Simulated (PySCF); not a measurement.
Excitation energies in several basis sets

C4H4FNSi.
Cartesian coordinates in Å at the PBE0-D3(BJ)/def2-SVP level; atoms count from 1:
```
atom  x, y, z in Å
N1     3.3790   -0.6921    0.5717
C2     2.2633   -0.4304    0.3865
C3     0.8914   -0.1680    0.1548
C4     0.2472    1.0250    0.1272
C5    -1.1694    0.7511   -0.3063
F6    -2.1218    1.2676    0.5331
Si7   -0.7011   -1.1187   -0.1681
H8     0.6608    2.0170    0.3526
H9    -1.3647    1.1234   -1.3289
H10   -0.7806   -2.0024   -1.3678
H11   -1.2661   -1.7984    1.0290
```

TDDFT with PBE0 (PySCF), vertical singlets, core orbitals frozen in the response, spherical d and f functions. Geometry: PBE0-D3(BJ)/def2-SVP; no solvent, vibrations or thermal averaging.

Problem. How do the low singlets change with the basis? Take 6-31G*, def2-SVP, 6-31+G*, def2-SVPD, aug-cc-pVDZ and def2-TZVP.

Solution. 

```
      basis  functions  diffuse  S1 (eV)  S2 (eV)  S3 (eV)  S4 (eV)  S5 (eV)  LUMO (eV)  α (au)
     6-31G*        110       no     5.24     5.41     6.06     6.46     6.50      -1.81    65.9
   def2-SVP        122       no     5.19     5.37     6.04     6.46     6.61      -2.02    68.1
    6-31+G*        138      yes     5.21     5.36     5.96     6.37     6.51      -2.14    74.3
  def2-SVPD        179      yes     5.18     5.32     5.96     6.47     6.48      -2.20    77.7
aug-cc-pVDZ        201      yes     5.15     5.31     5.92     6.35     6.46      -2.16    79.5
  def2-TZVP        247       no     5.14     5.29     5.93     6.39     6.44      -2.14    75.4
```

States are compared by their number. Against the largest diffuse basis here (aug-cc-pVDZ, itself not a converged limit), sets without diffuse functions differ by up to 0.08 eV in S1 and 0.15 eV in S5; the smaller diffuse sets differ by up to 0.06 and 0.05 eV. State by state, the largest deviation of a set without diffuse functions is S1 0.08, S2 0.10, S3 0.15, S4 0.12, S5 0.15 eV. The same number needn't mean the same state in each row. Against aug-cc-pVDZ the polarisability deviates by -17% in 6-31G*, -14% in def2-SVP, -6% in 6-31+G*, -2% in def2-SVPD, -5% in def2-TZVP. A single + in a Pople set puts diffuse functions on heavy atoms only.
